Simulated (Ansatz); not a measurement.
Born–Oppenheimer molecular dynamics of Cl₃HHfO (6 atoms, charge 0, multiplicity 1). It goes on from the last frame of an earlier run, with new velocities.

The calculation used RKS r2SCAN-D4/def2-SVP in Ansatz.

* ensemble: NVE (velocity Verlet)
* time step: 0.5 fs
* steps asked: 150
* starting velocities drawn for: 100 K
* seed: 71255

First frame:

```xyz
6
Properties=species:S:1:pos:R:3
Hf 0.047 0.108 0.182
Cl -0.045 0.007 2.633
Cl 2.006 -0.118 -1.087
Cl -1.066 1.793 -1.012
O -0.819 -1.462 -0.151
H -1.233 -2.275 -0.235
```

Question: What does the run give?

Answer: All steps were run.

| Quantity | Value |
| --- | --- |
| steps done | 150 |
| time covered | 75 fs |
| mean temperature over the second half | 490 K |
| spread of the potential energy over the second half | 8.6 meV per atom |
| mean potential energy of the second half above the start | -33.8 meV per atom |

The conserved energy stayed within 0.36 meV per atom of its start (net change -0.15 meV per atom), so the integration is sound. The kinetic energy rose, since the run started high on the potential surface and went downhill. A run of 0.075 ps of so small a system gives no equilibrium averages.

Question: What happens to the structure?

Answer: The same pairs are bonded in the first frame and the last. Pairs count as bonded within 1.25 times the sum of covalent radii (0.12 Å more for H–H). Another seed would give other details.

Question: How do temperature and energy run in time?

Answer: 
| time (fs) | T (K) | potential energy less start (eV) | conserved less start (meV/atom) |
| --- | --- | --- | --- |
| 0 | 100 | 0.000 | 0.00 |
| 3.5 | 157 | -0.030 | -0.12 |
| 7 | 296 | -0.103 | -0.34 |
| 10.5 | 369 | -0.141 | -0.36 |
| 14 | 335 | -0.123 | -0.20 |
| 17.5 | 264 | -0.085 | -0.09 |
| 21 | 210 | -0.057 | -0.05 |
| 24.5 | 248 | -0.078 | -0.17 |
| 28 | 317 | -0.114 | -0.25 |
| 31.5 | 383 | -0.148 | -0.32 |
| 35 | 391 | -0.152 | -0.29 |
| 38.5 | 324 | -0.116 | -0.08 |
| 42 | 294 | -0.100 | 0.00 |
| 45.5 | 338 | -0.123 | -0.11 |
| 49 | 480 | -0.199 | -0.33 |
| 52.5 | 594 | -0.257 | -0.35 |
| 56 | 615 | -0.267 | -0.21 |
| 59.5 | 574 | -0.246 | -0.11 |
| 63 | 507 | -0.210 | -0.05 |
| 66.5 | 509 | -0.212 | -0.16 |
| 70 | 537 | -0.228 | -0.24 |
| 73.5 | 581 | -0.251 | -0.32 |

Time of the run: 15 min on 2 threads of Arm Neoverse V1 (shared host), peak memory 0.24 GiB.
